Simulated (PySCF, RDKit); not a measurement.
Pair of molecules: SiH4 (SMILES [SiH4]) (first 5 atoms) with C3H4 (SMILES C=C=C); geometry from B3LYP-D3(BJ)/def2-TZVP, rigid monomers moved along the line of their centres of mass till Si1···C6 is 4.15 Å.
(charge 0, multiplicity 1):
```xyz
12

Si    -0.1137     0.3464     0.2517
H      1.2281     0.6215     0.8093
H     -0.0152     0.2466    -1.2242
H     -1.0399     1.4455     0.6010
H     -0.6271    -0.9333     0.7873
C     -0.3945     0.8615     4.3550
C      0.1107    -0.3366     4.3697
C      0.6157    -1.5339     4.3714
H      0.2321     1.7344     4.2129
H     -1.4580     1.0261     4.4834
H      0.7073    -2.1033     3.4536
H      0.9600    -2.0000     5.2873
```

Monomers are frozen at their geometry in the pair; levels with a basis set take the counterpoise correction. Rows marked so take none. RDKit's UFF carries no charges.

Rows in 6-31G* carry no dispersion term and start afresh at each structure (6-31G* with six Cartesian d functions).

Codes used: PySCF for 6-31G* rows; RDKit for the force fields. Values without a source in brackets are computed.

**Question.** One of these levels gives 0.14 kcal/mol for the interaction energy. Name it.
A) UFF
B) BP86/6-31G* (no counterpoise)
C) B3LYP/6-31G*

**Answer.** C, B3LYP/6-31G*. The others give -1.26 (UFF), -0.16 (BP86/6-31G* (no counterpoise))
